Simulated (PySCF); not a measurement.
Fractional electron number in Cd²⁺ (cadmium, charge +2)

The 4d beta orbital of [Kr] 4d10 is emptied in steps (occupation f), with all orbitals relaxed, ending at [Kr] 4d9. All numbers are calculated (PySCF 2.14, a scalar-relativistic core potential, in aug-cc-pVTZ-PP with ECP28MDF). The exact energy is a straight line in f; departures are measured from the line between the end points of the same method.

```json
{"f": "1", "PBE0 (eV)": "0.000", "r2SCAN (eV)": "0.000", "LC-wPBE (eV)": "0.000"}
{"f": "0.8", "PBE0 (eV)": "-0.805", "r2SCAN (eV)": "-1.106", "LC-wPBE (eV)": "-0.356"}
{"f": "0.6", "PBE0 (eV)": "-1.211", "r2SCAN (eV)": "-1.659", "LC-wPBE (eV)": "-0.537"}
{"f": "0.4", "PBE0 (eV)": "-1.214", "r2SCAN (eV)": "-1.659", "LC-wPBE (eV)": "-0.541"}
{"f": "0.2", "PBE0 (eV)": "-0.812", "r2SCAN (eV)": "-1.105", "LC-wPBE (eV)": "-0.362"}
{"f": "0", "PBE0 (eV)": "0.000", "r2SCAN (eV)": "0.000", "LC-wPBE (eV)": "0.000"}
```

Problem. For LC-wPBE, how does the orbital energy at f = 1 compare with the removal energy?

Solution. −ε = 35.220 eV against a total-energy difference of 37.423 eV. By Janak's theorem ε = ∂E/∂f, so the gap between them reflects the curvature. Along the path −ε is 36.075 (f = 0.8), 36.957 (f = 0.6), 37.858 (f = 0.4), 38.773 (f = 0.2) eV.

```tsv
method	E(f=0) − E(f=1) (eV)	−ε at f=1 (eV)	−ε at f=0.4 (eV)
PBE0	37.494	32.484	38.489
r2SCAN	37.475	30.574	38.862
LC-wPBE	37.423	35.220	37.858
```

Reference removal energy between the ground levels: 37.468 ± 0.006 eV (measured; NIST Atomic Spectra Database, ionization energies). The calculation has no spin-orbit coupling.
